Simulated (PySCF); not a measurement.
Vertical excitations of a molecule C2H8O2Si2 from TDA-LC-ωPBE/def2-SVPD run with PySCF, as energy in eV (oscillator strength): 6.22 (0.106), 6.56 (0.007), 6.83 (0.101), 7.40 (0.309), 7.59 (0.036), 7.70 (0.019), 7.93 (0.049), 8.16 (0.058), 8.34 (0.106), 8.41 (0.002). Lowest triplet (TDA): 4.00 eV. Geometry optimised at B3LYP-D3(BJ)/def2-SVP. Other conformers were not sampled.

Question: Which molecule gave these data?
A. C=C[Si@H](O)[SiH2]O
B. O[C@@H]1CO[Si@@H]1[SiH3]
C. O[SiH2][C@H]1OC[SiH2]1
D. O=C([SiH3])[SiH2]CO

Answer: A, C=C[Si@H](O)[SiH2]O
